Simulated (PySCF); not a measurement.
Species: BBrH₅P.
SMILES with atom numbers: `[PH3+:1][BH2-:2][Br:3]` (hydrogens: H4, H5, H6 on P1; H7, H8 on B2)

Level of theory: PySCF, PBE0-D3(BJ)/def2-SVP geometry optimisation, gas phase.

(1) Give the optimised bond lengths and angles.

## Answers

(1) 
```tsv
bond	length (Å)
P1–B2	1.948
B2–Br3	2.019
P1–H4, P1–H5, P1–H6	1.415
B2–H7, B2–H8	1.214
```

Bonds in one row agree within 0.01 Å and their mean is given. A selection of angles:
```tsv
angle	degrees
B2–P1–H4	115.5
B2–P1–H5	119.0
H4–P1–H5	101.4
P1–B2–Br3	101.4
P1–B2–H7	105.7
Br3–B2–H7	113.3
H7–B2–H8	115.9
```

P1 (phosphorus bonded to B and 3 H) is distorted tetrahedral (angles from 101.4° to 119.0°). B2 (four-coordinate boron) is distorted tetrahedral (angles from 101.4° to 115.9°).

Point group: Cs (every atom within 0.08 Å of its image). Whether it is a minimum is left open (no frequencies).
